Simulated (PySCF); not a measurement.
# Identify the compound

Molecular formula: C₇H₁₀OSi. Simulated spectra:

$^{1}$H NMR (300 MHz, computed): δ 6.88 (m, 1H), 5.99 (br s, 1H), 5.76 (s, 1H), 5.38 (br s, 1H), 5.02 (m, 1H), 4.66 (m, 1H), 4.56 (m, 2H), 1.98 (m, 2H).

$^{13}$C{$^{1}$H} NMR (computed): δ 172.0 (C), 154.3 (CH), 150.3 (C), 126.9 (CH2), 117.6 (CH), 100.1 (CH2), 17.8 (CH2).

- PBE0/pcSseg-1 with gauge-including orbitals
- coordinates at the GFN2-xTB level
- code: PySCF
- no solvent, no relativistic terms, one conformer, fast rotation and ring inversion assumed for equivalent nuclei

Scale: TMS for $^{1}$H (31.72 ppm) and $^{13}$C (186.93 ppm) (reference shieldings calculated alike).

Propose a structure and justify it.

Results:


The formula gives 4 degrees of unsaturation (1 ring in the answer). 7 carbon signals for 7 carbons: no two carbons are equivalent. Carbon types of the structure: 2 × C, 2 × CH, 3 × CH2, leaving 2 H on heteroatoms. δC 172.0, 154.3: alkene carbon bearing oxygen; an sp2 carbon further deshielded by the attached heteroatom. δC 150.3: fully substituted alkene carbon; the olefinic region. δC 126.9: terminal =CH2 carbon; as expected for a trigonal carbon in a double bond. δC 117.6, 100.1: β carbon of an enol-ether or enamine type C=C. δH 6.88: hydrogen on an alkene carbon bearing oxygen; a vinylic proton, deshielded by the sp2 carbon and the C=C anisotropy. δH 5.76, 5.02, 4.66: hydrogen on a β carbon of an enol-ether or enamine type C=C. δH 1.98: hydrogen on an allylic sp3 CH2 bonded to Si; allylic position.

Structure: `[SiH2]1C(=C)C=C(OC=C)C1`.

This is the structure that produced the data.

Shifts are as computed. Against solution values, carbons near 30 ppm lie about +3 ppm off and those near 130 ppm about +5 ppm. Of 1309 compounds with measured shifts, 239 miss one by over three times the rms of a fit or turn the order of signals round; such compounds aren't used in these exercises. No couplings were computed; multiplicities are counted from neighbouring protons, with m where these are inequivalent, close in shift, in a saturated or five-membered ring or joined by F or P, and br s for small geminal =CH2 splittings.
